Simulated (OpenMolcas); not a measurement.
# neutral arsenic: effect of the level shift or regulariser

| Quantity | Value |
| --- | --- |
| Program | OpenMolcas |
| Basis | ANO-R2 [6s5p4d3f1g] |
| Scalar Hamiltonian | X2C, finite nucleus |
| Active space | 5 electrons in 8 orbitals (4s 4p 5s 5p) |
| State averaging | 2S+1 = 4 odd, 1 root; 2S+1 = 2 odd, 8 roots; 2S+1 = 4 even, 3 roots; 2S+1 = 2 even, 9 roots |
| Spin-orbit coupling | RASSI with atomic mean-field integrals over the reference wave functions, term energies averaged over their components |

Methods on the same reference wave functions:
A. CASSCF
B. SS-CASPT2, IPEA 0.25 Eh, imaginary shift 0.1 Eh (closed shells correlated: 3d)
C. SS-CASPT2, IPEA 0.25 Eh, real shift 0.2 Eh (closed shells correlated: 3d)

Energies in cm⁻¹ above 4s² 4p³ ⁴S°_3/2, the measured ground level; measured values from NIST Handbook of Basic Atomic Spectroscopic Data.

```csv
Level,A,B,C,Measured
4s² 4p³ ⁴S°_3/2,0.0,0.0,0.0,0.0
4s² 4p³ ²D°_3/2,13929,12040,12070,10593
4s² 4p³ ²D°_5/2,14283,12310,12340,10915
4s² 4p³ ²P°_1/2,19668,20000,20000,18186
4s² 4p³ ²P°_3/2,20047,20290,20290,18648
```

Deviations, from unrounded energies. A percentage is the sum of absolute deviations over the sum of measured energies, with the sign that they share, or ± where signs differ.

```
                        Against measurement  Levels      A      B      C
             mean absolute deviation (cm-1)       4   2400   1600   1600
other terms of the ground configuration (%)       4  +16.4  +10.8  +10.9
```

B, C lie about equally close to measurement and A furthest from it. The largest miss of B in the table is 4s² 4p³ ²P°_1/2, by +1800 cm-1. The ranking rests on the paired levels alone, and a cruder setting can come out closer through cancelling errors.

Between B and C the level of the table that moves most is 4s² 4p³ ²D°_5/2, by 30 cm-1 (lowest in B, highest in C). Moves below CASPT2's spread within the term are not significant.

The mean deviations of B to C differ by less than CASPT2's widest spread within a term (62 cm-1), so their order carries little weight.

From A to B the spin-free energies of the other terms of 4s² 4p³ shown, above ⁴S°, scale by factors of 0.86 to 1.02.

The lowest spin-free term lies below A's lowest term by 0.535 hartree in B, 0.534 hartree in C.

CASPT2 does not keep the components of a term degenerate, so their means are used; among the terms shown or strongly mixed into the levels shown the widest spread is 62 cm-1 (4s² 4p³ ²D°, B). The run also gave levels led by 4s² 4p² 5s, which use shells meant for correlation; these and all levels above them are left out. Without dynamic correlation excited terms often stand tens of per cent too high (terms of higher spin than the ground term too low), and those without a measured partner can miss by more than the paired ones (holds for A). Computed and measured levels are paired by configuration, term and J; levels that our copy of the source lacks, or whose pairing is in doubt (as where it misses far off the trend of its configuration), stay unpaired and out of the deviations. Only configurations of the active space appear. The table leaves out levels that lie high or whose names do not pair safely across all columns.

° marks odd parity.
